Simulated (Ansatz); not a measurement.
The first iterations of a band of CH6BClO2 (11 atoms, charge 0, multiplicity 1).

All numbers below come from Ansatz 0.2.0, RKS PBE-D4/def2-SVP.

```
movable images  : 7
climbing image  : yes
spring          : 5.0 eV/Å²
optimiser       : quadratic models (default)
start path      : straight line
force threshold : 0.03 eV/Å
iteration limit : 60
end points      : relaxed
```

First end point:

```xyz
11
Properties=species:S:1:pos:R:3
B 0.059 -0.008 0.428
O -0.941 -0.750 1.037
H -1.817 -0.389 0.817
Cl 1.671 -0.909 0.366
H -0.168 0.732 -0.520
O 0.454 1.243 1.668
C 1.449 2.219 1.298
H 2.381 1.719 0.966
H 1.024 2.795 0.457
H 1.641 2.897 2.152
H 0.814 0.678 2.387
```

Last end point:

```xyz
11
Properties=species:S:1:pos:R:3
B 0.003 0.399 0.437
O -0.294 0.170 2.318
H 0.201 -0.675 2.408
Cl 1.343 -0.890 0.313
H -1.083 0.044 0.016
O 0.324 1.717 0.281
C 1.575 2.266 0.649
H 2.419 1.628 0.307
H 1.666 3.269 0.187
H 1.650 2.379 1.754
H -1.237 -0.080 2.385
```

| iteration | highest image above the first end (eV) | largest band force component (eV/Å) |
| --- | --- | --- |
| 1 | 3.628 | 4.506 |
| 2 | 1.823 | 3.826 |
| 3 | 1.114 | 10.627 |
| 4 | 0.728 | 1.922 |
| 5 | 0.460 | 1.497 |
| 6 | 0.347 | 0.933 |
| 7 | 0.291 | 1.358 |
| 8 | 0.270 | 0.655 |
| 9 | 0.299 | 0.610 |
| 10 | 0.290 | 0.780 |

**Question.** Does the band converge within its limit, and where does its top end?

**Answer.** The run converged. It ended after 30 iterations with the highest image 0.465 eV above the first end. The order of the point at the top wasn't checked. The orbitals stay closed-shell, which can raise the energy where a bond breaks towards radicals; this wasn't checked here.

Time of the run: 6.4 min on 2 threads of Arm Neoverse V1, on a shared host, peak memory 0.14 GiB.
